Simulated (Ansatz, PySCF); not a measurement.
C2H6B, SMILES C[B]C (connectivity only; charge and spin as stated), charge +1, multiplicity 1. Atoms are numbered in the order given.

```xyz
9

C      0.0000    -0.0349     1.4791
B     -0.0001     0.0000     0.0000
C     -0.0001     0.0348    -1.4791
H     -0.8924    -0.5603     1.8456
H      0.8935    -0.5582     1.8457
H     -0.0013     0.9870     1.8822
H     -0.8924     0.5602    -1.8455
H     -0.0013    -0.9870    -1.8821
H      0.8934     0.5581    -1.8456
```
Charge +1, spin multiplicity 1.

Geometry optimised at ωB97X-D3(BJ)/def2-TZVP. The multiplicity is an assumed one; other spin states were not compared. The isomer is the one that the SMILES or the coordinates give; other isomers of the formula were not compared.

Two levels are set side by side: PBE-D3(BJ)/def2-TZVP (Ansatz, a quantum-chemistry and plane-wave program) and ωB97X-D3(BJ)/def2-TZVP (PySCF). Each level has its own optimised geometry; the coordinates shown are those of the second. Frequencies come from the Hessian of PySCF at each geometry. Differences are taken from unrounded values.

```tsv
quantity	ωB97X-D3(BJ)	PBE-D3(BJ)	PBE-D3(BJ) minus ωB97X-D3(BJ)
mean bond length (Å)	1.194	1.199	0.005
bond C1–B2 (Å)	1.480	1.474	-0.005
bond B2–C3 (Å)	1.480	1.474	-0.005
bond C1–H4 (Å)	1.098	1.107	0.008
bond C1–H5 (Å)	1.098	1.107	0.008
bond C1–H6 (Å)	1.098	1.107	0.008
bond C3–H7 (Å)	1.098	1.107	0.008
bond C3–H8 (Å)	1.098	1.107	0.008
bond C3–H9 (Å)	1.098	1.107	0.008
highest harmonic wavenumber (cm⁻¹)	3110	3002	-109
mean harmonic wavenumber (cm⁻¹)	1549	1493	-56
zero-point energy (kcal/mol)	46.51	44.83	-1.69
```

Exact exchange shortens and stiffens bonds; PBE has none. Differences between two approximate levels are no errors against the true value.
